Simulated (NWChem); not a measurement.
System: hydronium (H$_{3}$O cation); SMILES [OH3+]

Computed with NWChem. Pople sets run with spherical d functions. The level has its own optimisation; frequencies are unscaled.

Question: Estimate the computed values for PBE/6-31+G*. Quantities: r H–O (Å); highest harmonic frequency (cm⁻¹); lowest (cm⁻¹); zero-point energy (kcal/mol).

Answer: The r H–O (Å) is 0.996 and the highest harmonic frequency (cm⁻¹) comes out as 3504. The lowest (cm⁻¹) is 936. The zero-point energy (kcal/mol) is 21.1.
